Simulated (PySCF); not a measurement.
**Re: ionisation energy**

Re [Xe] 4f14 5d5 6s2 (6S) → Re⁺ [Xe] 4f14 5d5 6s1 (7S), as a difference of total energies. All numbers are calculated (PySCF 2.14, a scalar-relativistic core potential, in aug-cc-pVTZ-PP with ECP60MDF). Correlated levels: valence: 5s2 5p6 frozen. The calculations carry no spin-orbit coupling.

```tsv
method	ionisation energy (eV)
UHF	5.925
LDA	8.049
PBE	7.551
PBE0	7.342
r2SCAN	7.122
wB97X-V	7.689
revPBE	7.423
BLYP	7.948
TPSS	7.405
MP2 (valence)	7.370
SCS-MP2 (valence)	7.668
```

Errors of the correlated levels include the incompleteness of this basis and the frozen core.

MP2 underrates the near-degeneracy of ns² with np² in the lower species.

Task: Which method comes closest to the reference value, and which is furthest?

Result: The reference is 7.834 eV (measured; NIST Atomic Spectra Database, ionization energies). Closest: BLYP (error 0.114 eV); furthest: UHF (error -1.909 eV).
